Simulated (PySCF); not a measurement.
Calculation: B3LYP-D3(BJ)/def2-TZVP // B3LYP-D3(BJ)/def2-SVP in PySCF. Isolated molecules, 0 K electronic values unless said otherwise. One relaxed conformer stands for a flexible species; it need not be the lowest. B3LYP has the VWN-RPA correlation part, as in Gaussian. Delta-SCF ions had no search for a lower state. 

Reference species (SMILES): `CC[Si](CC)(CC)CC` (neutral, multiplicity 1).

```json
{
  "HOMO–LUMO gap": "8.08 eV",
  "vertical ionisation energy (Delta-SCF)": "9.21 eV"
}
```

Changed species: `CC[SiH3]` (3 of 4 C2H5 replaced by H; the reference has 0 of 4 C2H5 replaced by H).

Problem. Give the shifts of the HOMO–LUMO gap and vertical ionisation energy (Delta-SCF).

Solution. the HOMO–LUMO gap rises by 0.64 eV, to 8.72 eV; the vertical ionisation energy (Delta-SCF) rises by 1.44 eV, to 10.65 eV.
